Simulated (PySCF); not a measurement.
Molecule: SMILES C(OC(C)=C=O)F, C4H5FO2.

Bonds (- single, = double, # triple, : aromatic): C1-C2, C2=C3, C3=O4, C2-O5, O5-C6, C6-F7. C1 carries H8, H9, H10; C6 carries H11, H12.

Frames of a GFN2-xTB Langevin trajectory at 200 K; GIAO PBE0/pcSseg-1 shieldings in PySCF 2.14, gas phase, non-relativistic; equivalent atoms averaged within each frame.

References, each an isolated molecule treated in the same way: ¹³C (186.93 ppm), ¹H (31.72 ppm) vs TMS; ¹⁷O (336.08 ppm) against H2O; CFCl3 for ¹⁹F (170.95 ppm). The references are static minima.

**Question.** How do the shifts (ppm) fluctuate along the trajectory?

**Answer.** 
```
         time (fs)     C3     C6     C2    C1     O4    O5      F7  H11/H12  H8/H9/H10
optimised geometry  254.0  104.9   83.8  15.0  560.7  30.5  -179.7     5.24       2.27
               250  233.2  110.5   73.0  15.9  503.3  40.5  -154.7     5.58       2.33
               425  238.2  119.6   94.4  18.2  514.6  70.1  -153.0     5.81       2.29
               625  226.6  111.3   83.3  17.7  488.0  86.1  -160.5     5.60       2.49
               800  232.9  120.5   84.7  19.1  506.5  88.7  -166.8     5.74       2.29
              1000  249.0  110.2  107.9  21.7  562.3  73.2  -144.5     5.70       2.69
    mean of frames  236.0  114.4   88.7  18.5  515.0  71.7  -155.9     5.69       2.42
standard deviation    8.3    5.2   13.2   2.1   28.2  19.2     8.4     0.10       0.17
```

5 frames give an uncertainty of the mean of about the standard deviation over 2.2 at best, since frames this close in time may not be independent; classical motion lacks zero-point vibration, and the reference would need the same averaging.
